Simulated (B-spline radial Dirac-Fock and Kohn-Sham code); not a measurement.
K-line shifts caused by a second vacancy in Al³⁺

System: the Al³⁺ ion, configuration [He] 2s2 2p6, inside a Watson sphere of charge -3 and radius 2.4 Å (a model of the Madelung potential; inside it an electron's potential energy is raised by 18.0 eV).

The run's input, task.json:

```json
{"items": [{
  "Z": 13,
  "q": 3,
  "cfg": [[1, 0, 2], [2, 0, 2], [2, 1, 6]],
  "A": 27,
  "rrms": 3.061,
  "watson": [-3, 2.4],
  "do": ["binding", "quiet", "double"]
}]}
```

Command: `python xray_run.py task.json out`

Calculated with a radial atomic solver, using Dirac-Fock ΔSCF + Breit + QED. Each two-hole energy is an average over J within one jj subconfiguration, not an observable level; in light atoms, where LS coupling holds, the j-resolved values are not observed lines, and for a K spectator the Kα1 hypersatellite is nearly forbidden. Correlation and solid-state effects are left out.

Lines without a spectator: Kα2 (K-L2) 1489.1 eV, Kα1 (K-L3) 1489.5 eV. Shifts in eV with one spectator hole (a dash: not computed, or left out as unreliable):

| spectator hole | Kα2 | Kα1 |
| --- | --- | --- |
| K (1s) | +130.0 | +130.1 |
| L2 (2p1/2) | +8.87 | +11.09 |
| L3 (2p3/2) | +10.90 | +10.22 |

With n spectator holes in 2p, averaged over the 2p shell (energies in eV):

```
n    KαLⁿ   step  hypersatellite KαʰLⁿ
0  1489.3      –                1619.4
1  1499.9  +10.5                1631.5
2  1512.0  +12.1                1645.1
3  1525.6  +13.6                1660.1
4  1540.8  +15.1                1676.6
5  1557.3  +16.6                1694.5
```
